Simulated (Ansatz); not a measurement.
The lowest singlet and triplet of F2Ge (SMILES [F][Ge][F]); geometries from B3LYP-D3(BJ)/def2-TZVP, each state relaxed from the structure named, with no frequency check.
Singlet (charge 0, multiplicity 1):
```xyz
3

F     -1.32052    -0.74375     0.00000
Ge    -0.00038     0.41767     0.00000
F      1.32188    -0.74132     0.00000
```
Triplet (charge 0, multiplicity 3):
```xyz
3

F     -1.474    -0.611     0.000
Ge     0.000     0.343     0.000
F      1.475    -0.608     0.000
```

A positive gap puts the triplet lower; no zero-point energy. R- takes a restricted singlet. The triplet is unrestricted in single-reference levels. Active spaces average the two states.

Frozen-core correlation. Filled d and f shells under p-block atoms count as core.

Programs: Ansatz (an electronic-structure program) with Gaussian orbitals. Values without a source in brackets are computed.

R-PBE/def2-TZVPP gives -81.36 kcal/mol for the gap E(singlet) − E(triplet), adiabatic.

Question: Where do these levels fall relative to PBE: R-r2SCAN/def2-TZVPP, R-PBE0/def2-TZVPP, R-wB97M-V/def2-TZVPP, R-B2PLYP/def2-TZVPP, R-MP2/cc-pVQZ, R-CCSD(T)/cc-pVQZ, SC-NEVPT2 on SA-CASSCF(2,2)/cc-pVQZ, FIC-MRCISD+Q on SA-CASSCF(2,2)/cc-pVQZ.

Answer: R-r2SCAN/def2-TZVPP 4.10; R-PBE0/def2-TZVPP 2.02; R-wB97M-V/def2-TZVPP -4.06; R-B2PLYP/def2-TZVPP -1.66; R-MP2/cc-pVQZ 3.09; R-CCSD(T)/cc-pVQZ 1.37; SC-NEVPT2 on SA-CASSCF(2,2)/cc-pVQZ 2.74; FIC-MRCISD+Q on SA-CASSCF(2,2)/cc-pVQZ 1.36 kcal/mol. 6 of 8 lie above PBE; the widest gap is to R-r2SCAN/def2-TZVPP.

Measured: singlet below triplet (a) by 30582.1 cm-1 = 87.4 kcal/mol (with zero-point energy) [Jacox, NIST Chemistry WebBook].
